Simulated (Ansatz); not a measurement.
System: LaCl2 (charge +1, singlet). 
Geometry from a B3LYP-D3(BJ)/def2-TZVP (Ansatz, a first-principles code) optimisation:
```xyz
3

La     0.3406    -0.0286     0.4362
Cl     1.0190     0.4048    -1.9492
Cl    -2.1609    -0.3090     0.4867
```
Charge +1, spin multiplicity 1.

Total electronic energies in hartree. Cores are frozen in the correlated levels unless marked. Spin-orbit coupling is left out. The frozen core is the preceding noble-gas configuration, with the filled d and f shells of earlier blocks. In def2 rows, elements after Kr have scalar-relativistic effective core potentials. CBS(X,Y): correlation extrapolated as X^-3; Hartree-Fock from the larger set. The bracket is a focal-point correction in the basis named.

| level | program | energy (Eh) |
|---|---|---|
| HF/def2-QZVPPD | Ansatz | -950.16440 |
| BLYP-D3(BJ)/def2-TZVPD | Ansatz + dftd3 | -951.90684 |
| LC-wPBE-D3(BJ)/def2-TZVPD | Ansatz + dftd3 | … |
| B2PLYP-D3(BJ)/def2-TZVPD | Ansatz + dftd3 | -951.53422 |
| SCS-MP2/def2-SVP | Ansatz | -950.11053 |
| SCS-MP2/def2-SVPD | Ansatz | -950.14501 |
| CCSD/CBS(def2-TZVPP,def2-QZVPP) | Ansatz | -950.6791 |
| RI-MP2/CBS(def2-TZVPPD,def2-QZVPPD)+[CCSD(T)-MP2]/def2-TZVPPD | Ansatz | -950.7028 |
| CCSD(T)/CBS(def2-TZVPPD,def2-QZVPPD) | Ansatz | -950.7045 |

**Question.** What belongs in the gaps?

**Answer.** 
- LC-wPBE-D3(BJ)/def2-TZVPD, energy (Eh): -951.69762
